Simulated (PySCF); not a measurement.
Computed properties of C2H8Sn, SMILES [CH3][SnH2][CH3]

Sn(H)2(Me)2 (C2H8Sn), SMILES [CH3][SnH2][CH3]. Geometry: r2SCAN-D4/def2-SVP. The structure was generated by enumeration; whether it is a known compound was not checked. The def2 effective core potentials stand for the cores of Sn; spin–orbit coupling is left out. Other conformers were not sampled. All values are computed for the isolated molecule unless a solvent is named; none is compared with measurement here.

**Structure.** The optimised structure has C2v symmetry. All 27 harmonic modes at r2SCAN-D4/def2-SVP (PySCF) are real, so it is a minimum. With heavy atoms numbered as in [SnH2:1]([CH3:2])[CH3:3], the shortest bond between them is Sn1–C3 at 2.159 Å and the longest Sn1–C2 at 2.159 Å.

**Vibrations.** The strongest infrared lines (harmonic, unscaled, degenerate partners summed) lie at 1894 cm⁻¹ (232 km/mol, H 99 %), 1889 cm⁻¹ (159 km/mol, H 100 %), 746 cm⁻¹ (124 km/mol, H 86 %, C 13 %). The softest mode is at 93 cm⁻¹ and the zero-point energy is 53.2 kcal/mol.

**Electronic structure.** PBE0/def2-TZVP (PySCF) places the frontier levels at -8.01 and 0.48 eV, a gap of 8.49 eV, and gives a dipole moment of 0.75 D and a mean polarisability of 66.9 bohr³. PBE/def2-TZVP (PySCF) at the same geometry gives -6.85 and -0.21 eV, so its gap is 1.85 eV narrower. An orbital gap is neither the optical nor the fundamental gap.

**Excitations.** TDA-PBE0/def2-SVPD (PySCF) has S1 at 7.25 eV (171 nm, f = 0.032, weak); the most intense of the 10 singlets computed lies at 7.98 eV (f = 0.45). T1 (TDA) is at 6.75 eV, 0.50 eV under S1. TDA-PBE/def2-SVPD (PySCF) puts S1 at 6.65 eV. No vertical singlet excitation falls in the visible range (under 3.1 eV).
